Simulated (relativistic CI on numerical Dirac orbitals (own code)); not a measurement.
## Ir⁴⁺: L2,3 absorption edge

Computed with this model: Dirac-Coulomb-Breit CI, orbitals from a KLI potential per configuration, QED by a radiative potential, multiplet model of core-to-valence dipole absorption, unscaled Slater integrals; configurations [Xe] 4f14 5d5 → [He] 2s2 2p5 3s2 3p6 3d10 4s2 4p6 4d10 4f14 5s2 5p6 5d6; 300 K; Lorentzian 7.5 eV and Gaussian 1 eV FWHM. Energies are those of the free ion, without screening or charge transfer. The branching ratio is the share of the lower-energy edge in the whole absorption, uncertain by about 0.02 where the edges overlap. S is read from ⟨S²⟩ = S(S + 1).

Field parameters in Wybourne normalisation: Oh B⁴₀ = 21Dq, B⁴₄ = √(5/14) B⁴₀. The field is a parameter set, without covalency.

free ion: ground-state S = 2.42, centroid 11543.63 eV, branching ratio 0.798. Peaks (eV, height): 11218.0 (100), 12827.5 (25).

Oh, 10Dq = 19200 cm⁻¹: ground-state S = 1.83, centroid 11387.50 eV, branching ratio 0.894. Peaks (eV, height): 11217.0 (100), 12828.0 (11).

Oh, 10Dq = 40550 cm⁻¹: ground-state S = 0.61, centroid 11438.26 eV, branching ratio 0.863. Peaks (eV, height): 11218.0 (100), 12828.5 (18).

The statistical ratio of this edge is 2/3 = 0.667. Values above it arise where the holes sit mainly in the j = l + 1/2 valence subshell or the ground state has high spin; values below it where core-valence Coulomb terms move weight to the upper edge, as in nearly empty shells. At deep edges of heavy elements the radial integrals of the two core levels differ, which raises the baseline.

Strongest unbroadened transitions for Oh, 10Dq = 19200 cm⁻¹:

| Energy (eV) | Relative strength |
| --- | --- |
| 11215.52 | 48.2 |
| 11216.45 | 43.0 |
| 11216.61 | 44.6 |
| 11216.78 | 100.0 |
| 11216.85 | 86.3 |
| 11216.91 | 60.7 |
| 11217.07 | 8.1 |
| 11217.24 | 8.2 |
| 11218.21 | 9.6 |
| 11218.90 | 16.2 |
| 11219.05 | 23.2 |
| 11219.10 | 14.0 |
| 11219.16 | 19.2 |
| 11219.24 | 14.0 |
| 12826.88 | 9.5 |
| 12826.89 | 7.5 |
| 12829.51 | 10.1 |
| 12829.69 | 7.0 |
